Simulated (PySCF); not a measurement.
## Atomic charges against the basis set

Compound: C5H4FN.
SMILES with atom numbers: `[F:1][c:2]1[cH:3][cH:4][n:5][cH:6][cH:7]1` (hydrogens: H8 on C3; H9 on C4; H10 on C6; H11 on C7)

PBE0 throughout (PySCF), one geometry, spherical d and f functions. Geometry: PBE0-D3(BJ)/def2-SVP; no solvent, vibrations or thermal averaging. Atoms taken as equivalent share a column and are averaged.

Mulliken charges (e):

| basis | functions | F1 | C2 | C3/C7 | C4/C6 | N5 | H8/H11 | H9/H10 |
| --- | --- | --- | --- | --- | --- | --- | --- | --- |
| STO-3G | 39 | -0.057 | +0.114 | -0.115 | +0.010 | -0.242 | +0.100 | +0.097 |
| pcSseg-0 | 71 | -0.350 | +0.306 | -0.276 | +0.098 | -0.651 | +0.266 | +0.259 |
| 6-31G | 71 | -0.311 | +0.318 | -0.188 | -0.020 | -0.388 | +0.205 | +0.194 |
| 6-31G* | 106 | -0.308 | +0.464 | -0.272 | +0.003 | -0.384 | +0.197 | +0.187 |
| cc-pVDZ | 118 | -0.149 | +0.214 | -0.103 | +0.120 | -0.227 | +0.028 | +0.036 |
| def2-SVP | 118 | -0.190 | +0.309 | -0.121 | +0.061 | -0.178 | +0.044 | +0.046 |
| pcSseg-1 | 139 | -0.258 | +0.382 | -0.251 | +0.155 | -0.416 | +0.122 | +0.120 |
| aug-cc-pVDZ | 197 | -0.559 | +0.305 | +1.226 | +0.014 | -0.321 | -0.527 | -0.426 |
| 6-311+G(2d,p) | 213 | -0.307 | +0.044 | +0.146 | -0.125 | -0.285 | +0.129 | +0.125 |
| def2-TZVP | 241 | -0.175 | +0.237 | -0.153 | -0.046 | -0.209 | +0.142 | +0.130 |
| cc-pVTZ | 266 | -0.142 | +0.263 | -0.199 | -0.047 | -0.170 | +0.140 | +0.131 |
| IGLO-III | 285 | -0.227 | +0.315 | -0.136 | +0.036 | -0.358 | +0.123 | +0.113 |
| pcSseg-2 | 308 | -0.252 | +0.392 | -0.139 | +0.132 | -0.306 | +0.046 | +0.044 |

IAO charges (e):

| basis | functions | F1 | C2 | C3/C7 | C4/C6 | N5 | H8/H11 | H9/H10 |
| --- | --- | --- | --- | --- | --- | --- | --- | --- |
| STO-3G | 39 | -0.069 | +0.158 | -0.193 | -0.052 | -0.189 | +0.152 | +0.143 |
| pcSseg-0 | 71 | -0.222 | +0.282 | -0.221 | -0.017 | -0.262 | +0.176 | +0.163 |
| 6-31G | 71 | -0.237 | +0.288 | -0.217 | -0.024 | -0.264 | +0.179 | +0.168 |
| 6-31G* | 106 | -0.245 | +0.324 | -0.223 | +0.002 | -0.284 | +0.168 | +0.154 |
| cc-pVDZ | 118 | -0.246 | +0.324 | -0.226 | +0.001 | -0.278 | +0.170 | +0.156 |
| def2-SVP | 118 | -0.245 | +0.321 | -0.222 | +0.003 | -0.277 | +0.168 | +0.152 |
| pcSseg-1 | 139 | -0.252 | +0.323 | -0.225 | +0.001 | -0.285 | +0.172 | +0.159 |
| aug-cc-pVDZ | 197 | -0.259 | +0.328 | -0.227 | +0.001 | -0.290 | +0.174 | +0.162 |
| 6-311+G(2d,p) | 213 | -0.260 | +0.328 | -0.226 | +0.002 | -0.291 | +0.174 | +0.162 |
| def2-TZVP | 241 | -0.259 | +0.332 | -0.228 | +0.003 | -0.290 | +0.174 | +0.160 |
| cc-pVTZ | 266 | -0.257 | +0.332 | -0.229 | +0.002 | -0.288 | +0.173 | +0.160 |
| IGLO-III | 285 | -0.260 | +0.330 | -0.228 | +0.002 | -0.291 | +0.175 | +0.162 |
| pcSseg-2 | 308 | -0.259 | +0.332 | -0.228 | +0.002 | -0.291 | +0.174 | +0.161 |

Hirshfeld charges (e):

| basis | functions | F1 | C2 | C3/C7 | C4/C6 | N5 | H8/H11 | H9/H10 |
| --- | --- | --- | --- | --- | --- | --- | --- | --- |
| STO-3G | 39 | -0.013 | +0.084 | -0.056 | +0.041 | -0.181 | +0.038 | +0.032 |
| pcSseg-0 | 71 | -0.069 | +0.100 | -0.071 | +0.023 | -0.162 | +0.060 | +0.053 |
| 6-31G | 71 | -0.079 | +0.099 | -0.067 | +0.024 | -0.179 | +0.065 | +0.058 |
| 6-31G* | 106 | -0.068 | +0.102 | -0.068 | +0.024 | -0.179 | +0.061 | +0.056 |
| cc-pVDZ | 118 | -0.057 | +0.096 | -0.073 | +0.021 | -0.157 | +0.059 | +0.052 |
| def2-SVP | 118 | -0.065 | +0.102 | -0.073 | +0.023 | -0.162 | +0.060 | +0.052 |
| pcSseg-1 | 139 | -0.068 | +0.102 | -0.072 | +0.023 | -0.170 | +0.061 | +0.056 |
| aug-cc-pVDZ | 197 | -0.072 | +0.099 | -0.072 | +0.019 | -0.173 | +0.066 | +0.060 |
| 6-311+G(2d,p) | 213 | -0.074 | +0.098 | -0.070 | +0.020 | -0.175 | +0.066 | +0.060 |
| def2-TZVP | 241 | -0.071 | +0.100 | -0.072 | +0.021 | -0.172 | +0.065 | +0.058 |
| cc-pVTZ | 266 | -0.068 | +0.100 | -0.073 | +0.021 | -0.168 | +0.063 | +0.057 |
| IGLO-III | 285 | -0.072 | +0.101 | -0.072 | +0.019 | -0.172 | +0.065 | +0.059 |
| pcSseg-2 | 308 | -0.073 | +0.102 | -0.072 | +0.020 | -0.172 | +0.065 | +0.058 |

Q: Which scheme is steadiest as the basis changes?

A: Largest range over the bases for any column: Hirshfeld 0.07 e, IAO 0.19 e, Mulliken 1.50 e. Hirshfeld charges move least and Mulliken charges most, counted in e. Without the minimal STO-3G basis the ranges are Hirshfeld 0.02, IAO 0.05, Mulliken 1.50 e.

Q: How much do the charges still move between the two largest bases, IGLO-III and pcSseg-2?

A: At most, over all atoms: Mulliken 0.096 e, IAO 0.001 e, Hirshfeld 0.001 e.

Q: What do the same runs give for the total energy, the frontier levels and the dipole moment?

A: 
| basis | energy (Eh) | HOMO (eV) | LUMO (eV) | μ (D) |
| --- | --- | --- | --- | --- |
| STO-3G | -342.6476 | -4.85 | 2.11 | 1.72 |
| pcSseg-0 | -346.3373 | -7.44 | -0.90 | 0.93 |
| 6-31G | -347.0405 | -7.33 | -0.58 | 0.89 |
| 6-31G* | -347.1319 | -7.45 | -0.42 | 0.98 |
| cc-pVDZ | -347.1620 | -7.52 | -0.60 | 0.83 |
| def2-SVP | -346.8826 | -7.56 | -0.72 | 0.86 |
| pcSseg-1 | -347.0992 | -7.75 | -0.85 | 0.87 |
| aug-cc-pVDZ | -347.1823 | -7.74 | -0.85 | 0.84 |
| 6-311+G(2d,p) | -347.2380 | -7.78 | -0.86 | 0.84 |
| def2-TZVP | -347.2696 | -7.72 | -0.81 | 0.85 |
| cc-pVTZ | -347.2567 | -7.67 | -0.75 | 0.85 |
| IGLO-III | -347.2745 | -7.77 | -0.86 | 0.85 |
| pcSseg-2 | -347.2681 | -7.75 | -0.87 | 0.84 |

The dipole is fixed by the density alone, so its range of 0.89 D shows that the density itself changes with the basis, not only its division among atoms.
